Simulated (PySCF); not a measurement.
C₃H₈FNSi, SMILES C/C=N/[C@H](F)[SiH3].

Coordinates come from a ωB97X-D3(BJ)/def2-SVP optimisation. The structure was generated by enumeration; whether it is a known compound was not checked. Other conformers were not sampled.

Calculation: PBE/def2-TZVP run with PySCF.

The total energy is -562.83490 hartree, the highest occupied level is -6.36 eV and the lowest empty level is -1.41 eV. The orbital gap is 4.95 eV and the dipole moment comes out as 0.93 D. The quadrupole, principal values (traceless, Buckingham form, about the centre of nuclear charge) is -6.92, -0.11, 7.03 D·Å, the mean static polarisability is 77.9 bohr³ (11.55 Å³) and the polarisability, principal values is 62.3, 66.9, 104.7 bohr³.
